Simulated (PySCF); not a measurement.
NMR data simulated for an unnamed compound:

$^{1}$H NMR (600 MHz, computed): δ 7.86 (d, 2H), 6.44 (d, 2H), 3.19 (br s, 2H), 2.52 (br s, 2H).

$^{13}$C{$^{1}$H} NMR (computed): δ 150.5 (C), 140.3 (CH), 118.8 (C), 112.5 (CH).

- PBE0-D3(BJ)/def2-SVP geometry
- NMR shieldings at B97-2/pcSseg-1/GIAO
- program: PySCF 2.14
- no solvent, single conformer, fast rotation and ring inversion assumed for equivalent nuclei, non-relativistic Hamiltonian

Scale: TMS for $^{1}$H (σref 31.38) and $^{13}$C (σref 183.69) (reference shieldings calculated alike).

**Question.** Which of these does the molecule contain: a benzene ring, a CH3CH2 unit, an aldehyde, an OH group, a Si–H bond, an NH or NH2 group?

**Answer.** 
- A benzene ring: yes.
- A CH3CH2 unit: no.
- An aldehyde: no.
- An OH group: yes (δH 2.52 (br s)).
- A Si–H bond: no.
- An NH or NH2 group: yes (δH 3.19 (br s)).

The data belong to SMILES Nc1ccc(B(O)O)cc1, C₆H₈BNO₂; they needn't prove each group on their own.

Carbon signals by region: 4 in the sp2 and nitrile region (100–160 ppm).

OH and NH positions are those of a molecule without intermolecular hydrogen bonds; in solution they move with solvent, concentration and temperature, and exchange usually removes their couplings. A carbon bonded to boron is broadened by the quadrupolar boron nucleus and is often missing from a measured spectrum. Shifts are as computed. Against solution values, carbons near 30 ppm lie about +1 ppm off and those near 130 ppm about +2 ppm. Of 1211 compounds with measured shifts, 218 miss one by over three times the rms of a fit or turn the order of signals round; such compounds aren't used in these exercises. No couplings were computed; multiplicities are counted from neighbouring protons, with m where these are inequivalent, close in shift, in a saturated or five-membered ring or joined by F or P, and br s for small geminal =CH2 splittings.
